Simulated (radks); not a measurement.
Problem. Species: Nb XXXIII. Configuration: [He] 2s2 2p5. Method: scalar-relativistic Kohn-Sham, PBE, spin-polarised, spherical densities, finite nucleus; open shells are filled with parallel spins first (spin-orbit coupling, left out, can overturn this in heavy ions); Fermi nuclear charge, rms radius 4.324 fm; computed with a radial shooting solver on a logarithmic mesh with Libxc functionals. Some entries of the table are withheld. Estimate them.

| orbital | occ. | eigenvalue (eV) | <r> (bohr) |
|---|---|---|---|
| 1s up | 1 | -20749.55 | 0.03605 |
| 1s down | 1 | -20742.19 | 0.03604 |
| 2s up | 1 | -4395.624 | 0.1535 |
| 2s down | 1 | -4383.867 | 0.1537 |
| 2p up | 3 | -4148.052 | 0.1329 |
| 2p down | 2 | -4133.837 | 0.1331 |
| 3s up | 0 | -1799.735 | (1) |
| 3s down | 0 | -1796.661 | (2) |
| 3p up | 0 | -1722.607 | 0.3523 |
| 3p down | 0 | -1719.125 | 0.3528 |
| 3d up | 0 | -1634.213 | 0.3084 |
| 3d down | 0 | -1630.066 | 0.3092 |

Solution. 
(1) 3s up <r> (bohr): 0.3664
(2) 3s down <r> (bohr): 0.3668
